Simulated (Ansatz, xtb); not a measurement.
Two structures of CH8ClSi3+

We compare a, a singlet given by its coordinates, with b, a singlet given by its coordinates. Both are isolated ions in the gas phase, relaxed with B3LYP/6-31G*.

a (Å):

```csv
atom,x (Å),y (Å),z (Å)
C,-0.2837,0.6924,-0.6807
Cl,1.9306,0.0122,-2.5427
Si,-0.3076,0.0923,-2.4598
Si,1.5760,0.5705,-0.3189
Si,2.9004,2.4695,0.1657
H,-0.7200,-1.3001,-2.6992
H,-0.6706,1.0573,-3.5102
H,-0.6588,1.7182,-0.5973
H,-0.8710,0.0519,-0.0134
H,1.9253,-0.7216,0.3105
H,2.4320,3.5508,-0.7306
H,2.6316,2.7635,1.5926
H,4.3049,2.0794,-0.0870
```

Close contacts (Å): C1–Si3 1.88, C1–Si4 1.90, Cl2–Si3 2.24, Cl2–Si4 2.32, Si4–Si5 2.37, C1–H8 1.10, C1–H9 1.10, Si3–H6 1.47, Si3–H7 1.47, Si4–H10 1.48, Si5–H11 1.48, Si5–H12 1.48, Si5–H13 1.48.

b (Å):

| atom | x (Å) | y (Å) | z (Å) |
| --- | --- | --- | --- |
| C | 1.3528 | 1.4904 | 0.6526 |
| Cl | 1.7883 | 1.3107 | -2.5452 |
| Si | 0.0585 | -0.0740 | -2.0299 |
| Si | -0.3144 | 0.6889 | 0.1823 |
| Si | 2.1359 | 2.5317 | -0.6778 |
| H | 0.7094 | -1.3814 | -2.2511 |
| H | -0.8885 | 0.2767 | -3.1069 |
| H | -0.6549 | -0.4503 | 1.0609 |
| H | -1.3913 | 1.7030 | 0.1225 |
| H | 2.0570 | 0.7086 | 0.9644 |
| H | 1.1858 | 2.1365 | 1.5274 |
| H | 1.4298 | 3.7812 | -1.0098 |
| H | 3.6046 | 2.6223 | -0.7136 |

Close contacts (Å): C1–Si4 1.91, C1–Si5 1.86, Cl2–Si3 2.27, Cl2–Si5 2.26, Si3–Si4 2.37, C1–H10 1.10, C1–H11 1.10, Si3–H6 1.48, Si3–H7 1.48, Si4–H8 1.48, Si4–H9 1.48, Si5–H12 1.47, Si5–H13 1.47.

**Question.** Estimate E(b) − E(a) at the level CCSD(T)/def2-SVP + ΔMP2/def2-TZVPP.

**Answer.** Calculated at CCSD(T)/def2-SVP + ΔMP2/def2-TZVPP: E(b) − E(a) = −4.4 kcal/mol, so structure b lies lower.

How the difference moves with the method:

| level | geometry | E(b) − E(a) (kcal/mol) | departure from the last row (kcal/mol) | job, with rough time for the two |
| --- | --- | --- | --- | --- |
| GFN2-xTB | GFN2-xTB | −5.9 | −1.5 | optimisation, 0.64 s |
| HF/STO-3G | GFN2-xTB | −12.8 | −8.4 | single point, 0.38 s |
| r2SCAN-D4/def2-SVP | GFN2-xTB | −8.5 | −4.1 | single point, 2.9 s |
| B3LYP/6-31G* | B3LYP/6-31G* | −4.3 | +0.1 | optimisation, 56 s |
| HF/def2-SVP | B3LYP/6-31G* | −5.6 | −1.2 | part of the CCSD(T) run |
| MP2/def2-SVP | B3LYP/6-31G* | −5.7 | −1.3 | part of the CCSD(T) run |
| CCSD(T)/def2-SVP | B3LYP/6-31G* | −5.5 | −1.1 | single point |
| CCSD(T)/def2-SVP + ΔMP2/def2-TZVPP | B3LYP/6-31G* | −4.4 |  | single point, 25 s |

The levels shown agree on the order. The largest departure from CCSD(T)/def2-SVP + ΔMP2/def2-TZVPP is that of HF/STO-3G, 8.4 kcal/mol. The last row adds to CCSD(T) the change of the MP2 difference between the two basis sets, here +1.1 kcal/mol.

With harmonic frequencies from B3LYP/6-31G* (ideal gas, rigid rotor, one conformer each, 400 K, 1 atm): on the last row, ΔE + ΔZPE = −3.9 kcal/mol. A mode under 50 cm⁻¹ makes harmonic enthalpies and free energies unreliable, so none is given.

The correlated steps freeze 21 core orbitals. Programs: Ansatz 0.2.0, xtb 6.7.1; the last row on 2 threads of Intel(R) Xeon(R) 6975P-C (Granite Rapids) on a shared host.
